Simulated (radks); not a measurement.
Initial-state core-level shifts of the vanadium ion V+ when its valence configuration changes from [Ar] 3d4. Method: scalar-relativistic Kohn-Sham, LDA (Slater exchange, Perdew-Wang correlation), spin-polarised, spherical densities, finite nucleus; open shells are filled with parallel spins first; Fermi nuclear charge, rms radius 3.6002 fm; computed with a radial shooting solver on a logarithmic mesh with Libxc functionals. Shifts are changes of the shell-averaged eigenvalues in eV (positive: less bound); the change of the density at the nucleus, which sets a Mossbauer isomer shift, is in e/bohr^3, on a base of 9877.

valence               1s       2s       3s       3p  density at nucleus
3d2 4s2          -11.278  -12.929  -11.039  -10.620            +14.7699
3d3 4p1           -6.121   -6.803   -6.161   -5.967             +1.0505
3d3 4s1           -4.884   -5.616   -4.924   -4.735             +6.5427
3d2 4p2          -13.509  -15.166  -13.258  -12.808             +2.7880
3d2.5 4s0.5 4p1   -9.064  -10.214   -9.011   -8.700             +4.8210
3d3.5 4s0.5       -2.280   -2.619   -2.329   -2.241             +3.0406
3d2.5 4p1.5       -9.667  -10.800   -9.611   -9.296             +1.8312
3d1.5 4s1 4p1.5  -16.477  -18.732  -15.933  -15.352            +10.8467
